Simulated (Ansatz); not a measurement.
The same path of CH$_{4}$OSi$_{2}$ (8 atoms, charge 0, multiplicity 1) was run twice with different band settings. The coordinate that changes most is the dihedral C2–Si3–Si4–H7.

Computed with RKS PBE/cc-pVDZ in Ansatz.

Relaxed end points:

```xyz
8
Properties=species:S:1:pos:R:3
O 1.792 -1.874 1.045
C 1.452 -0.794 0.782
Si 0.939 0.998 0.670
Si -1.123 0.237 -0.321
H 1.757 1.070 -0.632
H -1.862 1.492 -0.726
H -1.003 -0.650 -1.538
H -1.952 -0.480 0.719
```

```xyz
8
Properties=species:S:1:pos:R:3
O 2.250 -1.633 -0.227
C 1.637 -0.772 0.258
Si 0.673 0.441 1.299
Si -1.155 0.140 -0.244
H 1.389 1.559 0.521
H -0.851 0.354 -1.708
H -1.743 -1.240 -0.070
H -2.200 1.151 0.171
```

Common settings: movable images 9; climbing image yes; spring 5.0 eV/Å²; optimiser quadratic models (default); force threshold 0.03 eV/Å; iteration limit 60; end points relaxed.

| run | start path |
| --- | --- |
| 1 | through a guess of the saddle point |
| 2 | straight line |

(1) What does each run give, and how far can it be trusted?

## Answers

(1) Run 1: converged after 14 iterations, highest image 0.032 eV above the first end. A vibrational analysis at the climbing image gives one clearly imaginary mode, 92i cm⁻¹: a first-order saddle point.
Run 2: converged after 27 iterations, highest image 0.032 eV above the first end. Another band between the same ends (9 images) ends at a top of the same energy, where a vibrational analysis finds 1 clearly imaginary mode.
